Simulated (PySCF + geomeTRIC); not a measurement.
Species: C3H4O, SMILES `C#COC` (charge 0, multiplicity 1).

Q: Give a relaxed geometry from M06-2X/def2-TZVP run with PySCF + geomeTRIC.

A: the end point of this relaxation (outside a Z-matrix the atoms follow the SMILES, hydrogens last).
Bonded distances (Å): C1–C2 1.197, C1–H5 1.061, C2–O3 1.297, O3–C4 1.434, C4–H6 1.090, C4–H7 1.090, C4–H8 1.086. Angles (°): C2–C1–H5 179.1, C1–C2–O3 179.3, C2–O3–C4 114.2, O3–C4–H6 109.8, O3–C4–H7 109.8, O3–C4–H8 106.0, H6–C4–H7 110.1, H6–C4–H8 110.5, H7–C4–H8 110.5.
